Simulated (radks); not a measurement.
The selenium anion Se2-, [Kr], held by a Watson sphere: a shell of charge +1.66 at radius R that stands for the Madelung well of a crystal (potential energy -1.66/R inside, -1.66/r outside, in hartree with lengths in bohr). Method: scalar-relativistic Kohn-Sham, LDA (Slater exchange, VWN5 correlation), spin-polarised, spherical densities, finite nucleus; Fermi nuclear charge, rms radius of each element as measured or else 0.836 A^(1/3) + 0.57 fm; computed with a radial shooting solver on a logarithmic mesh with Libxc functionals. Response by self-consistent Sternheimer equations with the Hartree and adiabatic LDA kernel, the relativistic mass of each level held fixed and spin-orbit coupling left out. The sphere does not respond.

| R (bohr) | e(3d) (eV) | e(4s) (eV) | e(4p) (eV) | <r> 4p (bohr) | sum of <r^2> (bohr^2) | X-ray form factor at sin(theta)/lambda = 0.1 1/angstrom | alpha (bohr^3) |
|---|---|---|---|---|---|---|---|
| 2.84 | -48.531 | -14.245 | -4.319 | 2.499 | 61.27 | 32.391 | 51.40 |
| 2.91 | -48.487 | -14.132 | -4.231 | 2.515 | 61.93 | 32.367 | 53.33 |
| 3.68 | -48.017 | -13.085 | -3.304 | 2.674 | 68.95 | 32.142 | 79.97 |
| 4.84 | -47.338 | -12.016 | -2.184 | 2.866 | 78.94 | 31.924 | 144.5 |
| 5.19 | -47.155 | -11.775 | -1.915 | 2.916 | 81.94 | 31.879 | 172.4 |
